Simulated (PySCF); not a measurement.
## A survey of 29Si NMR shifts

Calculated, not measured (PySCF): shieldings: GIAO PBE0/pcSseg-1, GFN2-xTB structure. Fast rotation and ring inversion assumed for equivalent nuclei, gas phase, one conformer, non-relativistic Hamiltonian.

Shieldings were converted by a linear fit to measured shifts: 29Si: δ = 279.94 − 0.822σ (rms 8.9 ppm, 72 shifts, 25.8 ppm with the 6 outliers that the fit left out vs TMS, solution or neat liquid). Occasional misses reach two or three times the rms, and more in compound classes unlike the fitted ones.

Q: Give the 29Si shifts of `N[SiH2][C@@H]1CCC[C@H]1F`, `[SiH3][SiH2]Cc1ncco1`, `C=C[Si@H]1[SiH2][Si@@H](C=O)[SiH2]1`, `N#CC[SiH2]C[SiH2]C=O`, `C#C[Si@H]1[SiH2][Si@@H](OC)[SiH2]1`.

A: 
| compound | environment | δ (ppm) |
| --- | --- | --- |
| N[SiH2][C@@H]1CCC[C@H]1F | silicon bonded to C, N, 2 H | -30.0 |
| [SiH3:1][SiH2:2][CH2:3][c:4]1[n:5][cH:6][cH:7][o:8]1 | Si2: silicon bonded to C, Si, 2 H | -59.7 |
| [SiH3:1][SiH2:2][CH2:3][c:4]1[n:5][cH:6][cH:7][o:8]1 | Si1: silicon bonded to Si, 3 H | -104.9 |
| [CH2:1]=[CH:2][Si@H:3]1[SiH2:4][Si@@H:5]([CH:6]=[O:7])[SiH2:8]1 | Si3: silicon bonded to C, 2 Si, H, in a 4-membered ring | -39.6 |
| [CH2:1]=[CH:2][Si@H:3]1[SiH2:4][Si@@H:5]([CH:6]=[O:7])[SiH2:8]1 | Si5: silicon bonded to C, 2 Si, H, in a 4-membered ring | -62.2 |
| [CH2:1]=[CH:2][Si@H:3]1[SiH2:4][Si@@H:5]([CH:6]=[O:7])[SiH2:8]1 | Si4/8: silicon bonded to 2 Si, 2 H, in a 4-membered ring (×2) | -74.4 |
| [N:1]#[C:2][CH2:3][SiH2:4][CH2:5][SiH2:6][CH:7]=[O:8] | Si4: silicon bonded to 2 C, 2 H | -44.5 |
| [N:1]#[C:2][CH2:3][SiH2:4][CH2:5][SiH2:6][CH:7]=[O:8] | Si6: silicon bonded to 2 C, 2 H | -47.0 |
| [CH:1]#[C:2][Si@H:3]1[SiH2:4][Si@@H:5]([O:6][CH3:7])[SiH2:8]1 | Si5: silicon bonded to O, 2 Si, H, in a 4-membered ring | 12.0 |
| [CH:1]#[C:2][Si@H:3]1[SiH2:4][Si@@H:5]([O:6][CH3:7])[SiH2:8]1 | Si3: silicon bonded to C, 2 Si, H, in a 4-membered ring | -71.5 |
| [CH:1]#[C:2][Si@H:3]1[SiH2:4][Si@@H:5]([O:6][CH3:7])[SiH2:8]1 | Si4/8: silicon bonded to 2 Si, 2 H, in a 4-membered ring (×2) | -79.0 |
